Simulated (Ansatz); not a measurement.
Consider the cleavage of the Si–Si bond: `O[SiH2][SiH](Cl)Cl` + `CO[SiH2]N` → `CO[SiH2]N[SiH2]O` + dichlorosilane.

Calculated with Ansatz (gas phase, PBE0-D4/def2-TZVP geometries, no zero-point term in ΔE). CCSD(T)/CBS adds triple-zeta CCSD(T) − MP2 to the extrapolated MP2 energy (def2 sets, frozen cores). This one scheme is used for every species. DFT in def2-TZVPP. B3LYP here is the variant with VWN-RPA as its local correlation; programs differ in this. Each species was taken in one conformer, which may not be the lowest.

`O[SiH2][SiH](Cl)Cl`:

```xyz
9

O     0.555    2.014   -0.057
Si   -0.418    0.811   -0.623
Si   -0.101   -1.131    0.655
Cl   -0.897   -2.753   -0.320
Cl    1.943   -1.366    0.826
H     1.490    1.816    0.032
H    -1.811    1.306   -0.511
H    -0.121    0.445   -2.035
H    -0.641   -1.142    2.033
```

`CO[SiH2]N`:

Z-matrix (Å, degrees):
```
C
O 1 1.406
H 1 1.096 2 111.5
H 1 1.097 2 111.6 3 121.4
H 1 1.092 2 108.5 3 -119.3
Si 2 1.645 1 122.7 3 -65.4
N 6 1.706 2 116.5 1 62.3
H 6 1.489 2 109.1 1 -56.3
H 6 1.479 2 103.1 1 -177.3
H 7 1.005 6 122.3 2 -93.4
H 7 1.006 6 123.2 2 68.6
```

`CO[SiH2]N[SiH2]O`:

Z-matrix (Å, degrees):
```
C
O 1 1.412
H 1 1.096 2 111.3
H 1 1.096 2 111.6 3 121.3
H 1 1.091 2 108.4 3 -119.2
Si 2 1.654 1 121.6 3 -59.9
N 6 1.718 2 111.1 1 -68.3
H 6 1.477 2 103.3 1 171.0
H 6 1.488 2 110.3 1 50.4
Si 7 1.729 6 123.7 2 -54.4
H 7 1.009 6 117.1 2 112.8
O 10 1.640 7 107.3 6 9.8
H 10 1.490 7 108.0 6 132.5
H 10 1.483 7 114.0 6 -106.7
H 12 0.963 10 117.0 7 34.8
```

`Cl[SiH2]Cl`:

Z-matrix (Å, degrees):
```
Si
Cl 1 2.040
Cl 1 2.040 2 110.1
H 1 1.476 2 108.5 3 -118.6
H 1 1.476 2 108.5 3 118.6
```

```tsv
level	ΔE (kJ/mol)
B3LYP-D4	-76.0
ωB97X-V	-78.1
B3LYP	-71.8
HF/CBS(def2)	-91.3
```

(1) What does CCSD(T)/CBS give? (Estimate.)

Largest T1 diagnostic among the species: 0.011.

## Answers

(1) Ansatz gave: -81.5 kJ/mol. The listed levels differ from it by 5.5, 3.4, 9.7, -9.8 kJ/mol.

The D4 term adds −4.2 kJ/mol with B3LYP and −2.3 kJ/mol with PBE0; it sums over pairs of atoms, weighted by their polarisabilities, and B3LYP, whose exchange is more repulsive, gets the larger term. From PBE to PBE0 (25 % exact exchange), in def2-TZVPP and without D4, ΔE moves by −8.6 kJ/mol.
